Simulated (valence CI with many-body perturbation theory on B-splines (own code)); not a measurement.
Values are calculated unless marked as measured or tabulated.
Ce XVIII: what each term of the Hamiltonian does

Method: configuration interaction combined with many-body perturbation theory (CI+MBPT): five valence electrons over a frozen Dirac-Fock core [Kr], radial functions for each j: 7 s, 7 p, 8 d, 6 f, 4 g, 1 h, with the one-electron correlation potential Σ1, the two-electron term Σ2, the three-electron term Σ3, Breit, model QED; selected CI, second order for the rest (own B-spline code, finite nucleus).

No measured spectrum was set against this ion. As an estimate, terms of the open shell hold to 2 to 4 % of their energy, and close levels can change places. Core correlation moves these levels by up to 13000 cm⁻¹, and in measured spectra 5 to 20 % of such shifts remained as error; rates that hang on mixing are uncertain with them. Among the levels kept, up to 280 cm⁻¹ of a level comes from second order outside the variational space, and about a tenth of that is noise between levels of different J, which matters for small intervals. Only levels of the ground parity were solved; by the run's estimate the other parity begins above the list, which can be wrong where configurations are misplaced.

Each rung adds one term. CI alone is the Dirac-Coulomb CI over the frozen core; QED comes last and gives the full result, which names the levels. Energies are above (4d3/2^3 4d5/2^2) J=5/2 [a] on the same rung, in cm⁻¹.

Levels are named by their leading jj configuration (3d3/2^4 stands for four electrons in 3d with j = 3/2), which in mixed levels can hold well under half, so a name can repeat and another be missing. Letters in brackets count levels of one name in rising energy.

| Level | CI alone | + Σ1 | + Σ2 | + Σ3 | + Breit | Full |
| --- | --- | --- | --- | --- | --- | --- |
| (4d3/2^4 4d5/2) J=5/2 | 39708 | 39567 | 37020 | 34640 | 35082 | 35040 |
| (4d3/2^3 4d5/2^2) J=7/2 [a] | 56099 | 56214 | 52708 | 50562 | 50424 | 50433 |
| (4d3/2^3 4d5/2^2) J=3/2 | 56780 | 56860 | 55204 | 52602 | 52632 | 52637 |
| (4d3/2^3 4d5/2^2) J=11/2 | 60149 | 60332 | 56120 | 53925 | 53447 | 53465 |
| (4d3/2^3 4d5/2^2) J=5/2 [b] | 61147 | 61386 | 58803 | 56691 | 56377 | 56415 |
| (4d3/2^3 4d5/2^2) J=9/2 | 63146 | 63383 | 59486 | 57494 | 57030 | 57063 |
| (4d3/2^3 4d5/2^2) J=1/2 | 65565 | 65754 | 64736 | 62053 | 61844 | 61874 |
| (4d3/2^2 4d5/2^3) J=7/2 [a] | 76433 | 76780 | 73373 | 70886 | 70318 | 70375 |
| (4d3/2^3 4d5/2^2) J=5/2 [c] | 79374 | 79647 | 77599 | 74860 | 74435 | 74482 |
| (4d3/2^2 4d5/2^3) J=11/2 | 89418 | 89854 | 84240 | 81629 | 80723 | 80795 |
| (4d3/2^3 4d5/2^2) J=7/2 [b] | 89598 | 89835 | 85957 | 82153 | 81789 | 81821 |
| (4d3/2^2 4d5/2^3) J=1/2 [a] | 87736 | 88232 | 86333 | 83693 | 82908 | 83004 |
| (4d3/2^2 4d5/2^3) J=3/2 [a] | 89481 | 89903 | 88709 | 85872 | 85204 | 85281 |
| (4d3/2^2 4d5/2^3) J=9/2 [a] | 94982 | 95348 | 90962 | 87831 | 87133 | 87192 |
| (4d3/2^2 4d5/2^3) J=3/2 [b] | 93516 | 93870 | 92863 | 89733 | 89160 | 89232 |
| (4d3/2^2 4d5/2^3) J=13/2 | 99342 | 99874 | 93415 | 90653 | 89390 | 89477 |
| (4d3/2^2 4d5/2^3) J=5/2 [a] | 100020 | 100499 | 97814 | 94723 | 93979 | 94062 |
| (4d3/2^2 4d5/2^3) J=9/2 [b] | 111500 | 111989 | 109070 | 105743 | 104803 | 104891 |
| (4d3/2^2 4d5/2^3) J=5/2 [b] | 112030 | 112657 | 111372 | 108221 | 107160 | 107284 |

Question: How does the ionisation energy move along the ladder, and which term matters most?

Answer: CI alone 468.22, + Σ1 470.34, + Σ2 472.74, + Σ3 472.75, + Breit 472.78, + QED 472.79 eV. The largest step is Σ2, 2.40 eV. NIST lists 472 ± 3 eV (theoretical).
